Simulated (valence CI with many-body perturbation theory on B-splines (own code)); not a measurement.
# Energy levels of Pr⁺

Computed by relativistic CI+MBPT: four valence electrons over a frozen Dirac-Fock core [Xe], a basis of 7 s, 7 p, 7 d, 7 f, 4 g, 2 h functions for each j, with the one-electron correlation potential Σ1, the two-electron term Σ2, the three-electron term Σ3, Breit, model QED; selected CI, second order for the rest (own B-spline code, finite nucleus).

Against 17 measured levels this calculation errs by 526 cm⁻¹ on average and by 991 at most. These come from a selection out of the NIST Handbook of Basic Atomic Spectroscopic Data. Levels without a partner in it may be off by more, other configurations by several thousand cm⁻¹. Among the levels kept, up to 490 cm⁻¹ of a level comes from second order outside the variational space, and about a tenth of that is noise between levels of different J, which matters for small intervals. 2 measured levels below the end of the list, from 5855 cm⁻¹ on, found no clear computed partner, and computed levels of the same name lie up to 2366 cm⁻¹ from them.

Levels 91 to 135 of 211, with energies above the lowest level, 4f3.6s 5I°_4. "Leading %" is the weight of the configuration and term that name the level; weights of strongly mixed levels are sums over their largest components and can fall short. In the jj column 3d3/2^4 stands for four electrons in 3d with j = 3/2. Lifetimes count E1, E2, E3, M1 and M2 decay at the calculated energies, and are blank where another channel may lead or the interval is too uncertain; long ones can be off by a factor of two.

| No. | Configuration | Term | J | E (eV) | Leading % | Leading jj | Lifetime |
| --- | --- | --- | --- | --- | --- | --- | --- |
| 91 | 4f2.5d2 | 5G | 3 | 1.282 | 42 | 4f5/2 4f7/2 5d3/2^2 (31 %) |  |
| 92 | 4f3.5d | 5H° | 5 | 1.298 | 61 | 4f5/2^2 4f7/2 5d5/2 (64 %) |  |
| 93 | 4f3.6s | 5S° | 2 | 1.302 | 90 | 4f5/2^2 4f7/2 6s (52 %) |  |
| 94 | 4f2.5d.6s | 5H | 3 | 1.326 | 26 | 4f5/2^2 5d3/2 6s (24 %) |  |
| 95 | 4f3.6s | 3F° | 3 | 1.330 | 78 | 4f5/2^2 4f7/2 6s (59 %) |  |
| 96 | 4f2.5d2 | 5I | 5 | 1.331 | 63 | 4f5/2^2 5d3/2 5d5/2 (25 %) |  |
| 97 | 4f2.5d.6s | 3I | 6 | 1.335 | 31 | 4f5/2 4f7/2 5d5/2 6s (32 %) |  |
| 98 | 4f2.5d.6s | 3G | 4 | 1.339 | 28 | 4f5/2 4f7/2 5d5/2 6s (30 %) |  |
| 99 | 4f2.5d.6s | 3K | 7 | 1.341 | 29 | 4f5/2 4f7/2 5d5/2^2 (21 %) |  |
| 100 | 4f2.5d.6s | 3I | 5 | 1.343 | 19 | 4f7/2^2 5d3/2 6s (23 %) |  |
| 101 | 4f2.5d.6s | 5H | 3 | 1.347 | 38 | 4f5/2^2 5d3/2 6s (25 %) |  |
| 102 | 4f2.5d.6s | 3F | 2 | 1.348 | 26 | 4f5/2^2 5d5/2 6s (24 %) |  |
| 103 | 4f2.5d2 | 5K | 8 | 1.348 | 57 | 4f7/2^2 5d3/2 5d5/2 (44 %) |  |
| 104 | 4f2.5d2 | 3I | 7 | 1.352 | 34 | 4f5/2 4f7/2 5d3/2 5d5/2 (21 %) |  |
| 105 | 4f3.5d | 5I° | 6 | 1.358 | 80 | 4f5/2 4f7/2^2 5d3/2 (41 %) |  |
| 106 | 4f2.5d.6s | 3G | 4 | 1.362 | 20 | 4f5/2 4f7/2 5d3/2 5d5/2 (22 %) |  |
| 107 | 4f2.5d.6s | 5H | 5 | 1.363 | 15 | 4f5/2 4f7/2 5d5/2 6s (25 %) |  |
| 108 | 4f2.5d.6s | 5H | 4 | 1.373 | 31 | 4f5/2^2 5d3/2 6s (36 %) |  |
| 109 | 4f2.5d.6s | 5I | 8 | 1.374 | 39 | 4f7/2^2 5d5/2 6s (38 %) |  |
| 110 | 4f3.6s | 5F° | 5 | 1.375 | 72 | 4f5/2 4f7/2^2 6s (80 %) |  |
| 111 | 4f2.5d.6s | 5H | 6 | 1.376 | 50 | 4f5/2 4f7/2 5d5/2 6s (32 %) |  |
| 112 | 4f3.5d | 3K° | 6 | 1.377 | 61 | 4f5/2^2 4f7/2 5d5/2 (34 %) |  |
| 113 | 4f3.5d | 3I° | 7 | 1.388 | 42 | 4f5/2 4f7/2^2 5d3/2 (36 %) |  |
| 114 | 4f2.5d2 | 5H | 6 | 1.391 | 23 | 4f5/2 4f7/2 5d5/2^2 (20 %) |  |
| 115 | 4f3.6s | 3S° | 1 | 1.395 | 88 | 4f5/2^2 4f7/2 6s (51 %) |  |
| 116 | 4f3.5d | 5G° | 4 | 1.404 | 68 | 4f5/2^2 4f7/2 5d5/2 (53 %) |  |
| 117 | 4f2.5d2 | 5G | 2 | 1.416 | 35 | 4f5/2 4f7/2 5d3/2 5d5/2 (40 %) |  |
| 118 | 4f2.5d.6s | 5K | 9 | 1.421 | 82 | 4f7/2^2 5d5/2 6s (68 %) | 186 μs |
| 119 | 4f2.5d2 | 1F | 3 | 1.424 | 10 | 4f5/2 4f7/2 5d3/2 6s (18 %) |  |
| 120 | 4f2.5d.6s | 3I | 7 | 1.427 | 59 | 4f5/2 4f7/2 5d5/2 6s (34 %) |  |
| 121 | 4f2.5d2 | 5G | 2 | 1.435 | 56 | 4f5/2^2 5d3/2 5d5/2 (26 %) |  |
| 122 | 4f2.5d.6s | 5G | 6 | 1.435 | 43 | 4f7/2^2 5d5/2 6s (42 %) |  |
| 123 | 4f2.5d2 | 5I | 4 | 1.442 | 73 | 4f5/2^2 5d3/2^2 (29 %) |  |
| 124 | 4f3.6s | 3F° | 4 | 1.443 | 73 | 4f5/2 4f7/2^2 6s (73 %) |  |
| 125 | 4f3.5d | 3H° | 5 | 1.443 | 40 | 4f5/2 4f7/2^2 5d3/2 (48 %) |  |
| 126 | 4f2.5d2 | 5I | 6 | 1.447 | 17 | 4f5/2 4f7/2 5d3/2 5d5/2 (21 %) |  |
| 127 | 4f2.5d2 | 5G | 4 | 1.457 | 30 | 4f5/2 4f7/2 5d3/2 5d5/2 (24 %) |  |
| 128 | 4f2.5d2 | 5G | 3 | 1.457 | 25 | 4f5/2 4f7/2 5d3/2 5d5/2 (32 %) |  |
| 129 | 4f2.5d.6s | 5F | 1 | 1.459 | 78 | 4f5/2^2 5d5/2 6s (66 %) |  |
| 130 | 4f3.5d | 5H° | 6 | 1.459 | 47 | 4f5/2 4f7/2^2 5d5/2 (52 %) |  |
| 131 | 4f2.5d.6s | 5H | 4 | 1.463 | 28 | 4f5/2 4f7/2 5d3/2 6s (20 %) |  |
| 132 | 4f2.5d2 | 5I | 6 | 1.464 | 40 | 4f5/2 4f7/2 5d3/2 5d5/2 (28 %) |  |
| 133 | 4f3.6s | 3H° | 6 | 1.466 | 74 | 4f5/2 4f7/2^2 6s (53 %) |  |
| 134 | 4f2.5d.6s | 5H | 7 | 1.489 | 28 | 4f7/2^2 5d3/2 6s (21 %) |  |
| 135 | 4f3.6s | 1H° | 5 | 1.489 | 56 | 4f5/2 4f7/2^2 6s (62 %) |  |

Names give the largest LS component (configuration and term), which can be under half, so a name can repeat, a term be missing and a line seem to break the LS rules; names also repeat where a configuration has a term twice.

Where two levels of one J and parity lie close, their mixing, g and order are uncertain.
